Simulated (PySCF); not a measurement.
**Excitation energy of Ar by level of theory**

Ar [Ar] (1S) → Ar [Ne] 3s2 3p5 3d1 (high-spin determinant), as a difference of total energies. All numbers are calculated (PySCF 2.14, the non-relativistic Hamiltonian (point nucleus), in aug-cc-pV(T+d)Z with one added diffuse shell each of s, p, d, f type (7s6p5d3f, 71 functions)). Correlated levels: valence: [Ne] frozen. The calculations carry no spin-orbit coupling.

```
           method  excitation energy (eV)
              UHF                  13.541
    MP2 (valence)                  14.456
SCS-MP2 (valence)                  14.434
   CCSD (valence)                  14.265
CCSD(T) (valence)                  14.300
```

Task: How much does correlation contribute at CCSD(T) (valence)?

Result: 14.300 − (13.541) = 0.759 eV, measured against UHF.

A first-order spin-orbit estimate (lowest level to lowest level, LS coupling) adds -0.054 eV.

The promoted electron is Rydberg-like, and one or two diffuse shells describe it only roughly, which tends to raise the upper state.

The determinant of the upper state mixes LS terms, which raises its energy above the lowest term, most at the Hartree-Fock and MP2 levels.
